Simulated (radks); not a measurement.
The numbers below are computed, except where a source is named.
Q: Radial electron density D(r) = 4 pi r^2 rho(r) of an atom or ion with 8 electrons. Level of theory: scalar-relativistic Kohn-Sham, r2SCAN, spin-polarised, spherical densities, finite nucleus; meta-GGA in the generalised Kohn-Sham scheme; Fermi nuclear charge, rms radius of each element as measured or else 0.836 A^(1/3) + 0.57 fm (a radial shooting solver on a logarithmic mesh with Libxc functionals).

r (bohr),D(r) (e/bohr),spin D(r)
0.004207,0.5430,-0.0000929
0.005138,0.7841,-0.000124
0.006225,1.109,-0.000156
0.007604,1.579,-0.000177
0.009213,2.196,-0.000155
0.01125,3.060,-0.0000113
0.01374,4.205,0.000427
0.01665,5.610,0.00146
0.02034,7.421,0.00390
0.02484,9.564,0.00917
0.0301,11.85,0.0195
0.03677,14.27,0.0409
0.04491,16.41,0.0823
0.05441,17.84,0.155
0.06646,18.27,0.290
0.08053,17.47,0.509
0.09836,15.50,0.872
0.1201,13.00,1.42
0.1456,11.02,2.13
0.1778,10.29,3.02
0.2172,11.18,3.94
0.2631,12.86,4.60
0.3214,14.03,4.77
0.3925,13.30,4.25
0.4756,10.59,3.22
0.5809,6.706,1.95
0.7039,3.369,0.944
0.8597,1.207,0.328
1.05,0.2965,0.0785
1.272,0.05042,0.0130
1.554,0.004693,0.00118

What is the nuclear charge?

A: Z = 16. The innermost maximum, from 1s, lies near gamma/Z bohr with gamma = sqrt(1 - (Z/c)^2) = 0.993, here 0.0621 bohr (found: 0.0644), and its height grows with Z. The density is that of the sulfur ion S8+ in [He] 2s2 2p4; the configuration itself is not fixed sharply by these data, and Z only to about a unit. D(r) has 2 maxima, at r = 0.0644, 0.332 bohr, and minima at 0.175 bohr, inside which lie 2.22 electrons.
